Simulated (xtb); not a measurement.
C2HF4 (SMILES F[CH]C(F)(F)F), doublet, geometry from GFN2-xTB, atoms displaced at random by about 0.02 Å a coordinate; GFN1-xTB (xtb 6.7.1).

The xtb input:
```
$ xtb mol.xyz --gfn 1 --uhf 1 --opt loose --json

# file mol.xyz
7

F      1.82134096    -0.87297956    -0.13051188
C      1.12757041     0.25346568    -0.24496815
C     -0.34705461     0.16742750     0.01903002
F     -0.59954148     0.01562532     1.32208246
F     -0.98469683    -0.82041668    -0.63017569
F     -0.92141672     1.32311628    -0.41028463
H      1.66141676     1.09469487    -0.38811870
```

What the program printed (banner, timings and long lists left out):

```
   ID    Z sym.   atoms
    1    9 F      1, 4-6
    2    6 C      2, 3
    3    1 H      7

           -------------------------------------------------
          |                Calculation Setup                |
           -------------------------------------------------

           -------------------------------------------------
          |                 G F N 1 - x T B                 |
           -------------------------------------------------

          ...................................................
          :                      SETUP                      :
          :.................................................:
          :  # basis functions                  26          :
          :  # atomic orbitals                  26          :
          :  # shells                           14          :
          :  # electrons                        37          :
          :  # halogen bonds                     0          :
          :  max. iterations                   250          :
          :  Hamiltonian                  GFN1-xTB          :
          :  restarted?                      false          :
          :  GBSA solvation                  false          :
          :  PC potential                    false          :
          :  electronic temp.          300.0000000     K    :
          :  accuracy                    1.0000000          :
          :  -> integral cutoff          0.2500000E+02      :
          :  -> integral neglect         0.1000000E-07      :
          :  -> SCF convergence          0.1000000E-05 Eh   :
          :  -> wf. convergence          0.2000000E-04 e    :
          :  Broyden damping             0.4000000          :
          :  net charge                          0          :
          :  unpaired electrons                  1          :
          ...................................................

 iter      E             dE          RMSdq      gap      omega  full diag
   1    -25.2340984 -0.252341E+02  0.702E+00    6.29       0.0  T
   2    -25.3269089 -0.928105E-01  0.411E+00    6.94       1.0  T
   3    -25.3280325 -0.112363E-02  0.174E+00    7.19       1.0  T
   4    -25.3295604 -0.152794E-02  0.113E-01    7.29       1.0  T
   5    -25.3296466 -0.861772E-04  0.247E-02    7.24       1.5  T
   6    -25.3296493 -0.263177E-05  0.279E-03    7.22      13.5  T
   7    -25.3296493 -0.421673E-07  0.201E-04    7.22     187.7  T
   8    -25.3296493 -0.298204E-09  0.829E-05    7.22     455.9  T
   9    -25.3296493 -0.335270E-10  0.209E-05    7.22    1810.6  T

   *** convergence criteria satisfied after 9 iterations ***

         :::::::::::::::::::::::::::::::::::::::::::::::::::::
         ::                     SUMMARY                     ::
         :::::::::::::::::::::::::::::::::::::::::::::::::::::
         :: total energy             -25.249469312691 Eh    ::
         :: gradient norm              0.092882248454 Eh/a0 ::
         :: HOMO-LUMO gap              7.218000157361 eV    ::
         ::.................................................::
         :: SCC energy               -25.329649300968 Eh    ::
         :: -> electrostatic           0.073073762363 Eh    ::
         :: repulsion energy           0.081601832970 Eh    ::
         :: dispersion energy         -0.001421844693 Eh    ::
         :: halogen bond corr.         0.000000000000 Eh    ::
         :: add. restraining           0.000000000000 Eh    ::
         :: total charge               0.000000000000 e     ::
         :::::::::::::::::::::::::::::::::::::::::::::::::::::

      -----------------------------------------------------------
     |                   =====================                   |
     |                        A N C O P T                        |
     |                   =====================                   |
     |               Approximate Normal Coordinate               |
     |                Rational Function Optimizer                |
[...]
 * total energy  :   -25.2494693 Eh     change       -0.9556800E-12 Eh
 * total energy  :   -25.2538218 Eh     change       -0.4352515E-02 Eh
 * total energy  :   -25.2542971 Eh     change       -0.4752809E-03 Eh
 * total energy  :   -25.2544217 Eh     change       -0.1245773E-03 Eh
 * total energy  :   -25.2545561 Eh     change       -0.1343964E-03 Eh
 * total energy  :   -25.2546572 Eh     change       -0.1010793E-03 Eh
 * total energy  :   -25.2547815 Eh     change       -0.1243077E-03 Eh
 * total energy  :   -25.2548427 Eh     change       -0.6123619E-04 Eh
 * total energy  :   -25.2548546 Eh     change       -0.1186974E-04 Eh
   *** GEOMETRY OPTIMIZATION CONVERGED AFTER 9 ITERATIONS ***
         :: total energy             -25.254854575580 Eh    ::
[...]
         :: total charge               0.000000000000 e     ::
         :::::::::::::::::::::::::::::::::::::::::::::::::::::

           -------------------------------------------------
          |                Property Printout                |
           -------------------------------------------------

    * Orbital Energies and Occupations

         #    Occupation            Energy/Eh            Energy/eV
      -------------------------------------------------------------
         1        2.0000           -0.9284739             -25.2651
       ...           ...                  ...                  ...
         7        2.0000           -0.6700070             -18.2318
         8        2.0000           -0.6667415             -18.1430
         9        2.0000           -0.6649731             -18.0948
        10        2.0000           -0.6370723             -17.3356
        11        2.0000           -0.6248282             -17.0024
        12        2.0000           -0.5998832             -16.3237
        13        2.0000           -0.5982215             -16.2784
        14        2.0000           -0.5920100             -16.1094
        15        2.0000           -0.5816779             -15.8283
        16        2.0000           -0.5803503             -15.7921
        17        2.0000           -0.5774125             -15.7122
        18        2.0000           -0.5361487             -14.5893
        19        1.0000           -0.4219744             -11.4825 (HOMO)
        20                         -0.1487496              -4.0477 (LUMO)
        21                         -0.0738486              -2.0095
        22                         -0.0386093              -1.0506
        23                         -0.0031388              -0.0854
        24                          0.0563463               1.5333
        25                          0.1233275               3.3559
        26                          0.3047711               8.2932
      -------------------------------------------------------------
                  HL-Gap            0.2732248 Eh            7.4348 eV
             Fermi-level           -0.3822118 Eh          -10.4005 eV

  Mulliken/CM5 charges         n(s)   n(p)   n(d)
     1F    -0.17607 -0.20156   1.817  5.359  0.000
     2C     0.16830  0.14394   1.068  2.763  0.000
     3C     0.64049  0.69558   1.004  2.356  0.000
     4F    -0.23578 -0.25612   1.820  5.416  0.000
     5F    -0.23183 -0.25255   1.812  5.420  0.000
     6F    -0.24094 -0.26275   1.813  5.428  0.000
     7H     0.07584  0.13346   0.924  0.000  0.000

Wiberg/Mayer (AO) data.
largest (>0.10) Wiberg bond orders for each atom

 ---------------------------------------------------------------------------
     #   Z sym  total        # sym  WBO       # sym  WBO       # sym  WBO
 ---------------------------------------------------------------------------
     1   9 F    1.191 --     2 C    1.132
     2   6 C    3.188 --     1 F    1.132     3 C    0.983     7 H    0.968
     3   6 C    3.783 --     2 C    0.983     5 F    0.936     6 F    0.932
                             4 F    0.912
     4   9 F    1.066 --     3 C    0.912
     5   9 F    1.068 --     3 C    0.936
     6   9 F    1.060 --     3 C    0.932
     7   1 H    1.006 --     2 C    0.968
 ---------------------------------------------------------------------------

Topologies differ in total number of bonds
Writing topology from bond orders to xtbtopo.mol

 dipole moment from electron density (au)
     X       Y       Z
   0.6742   0.4933  -0.1838  total (Debye):    2.174

optimized geometry written to: xtbopt.xyz

           -------------------------------------------------
          | TOTAL ENERGY              -25.254854575580 Eh   |
          | GRADIENT NORM               0.001551500378 Eh/α |
          | HOMO-LUMO GAP               7.434825647732 eV   |
           -------------------------------------------------

normal termination of xtb
```
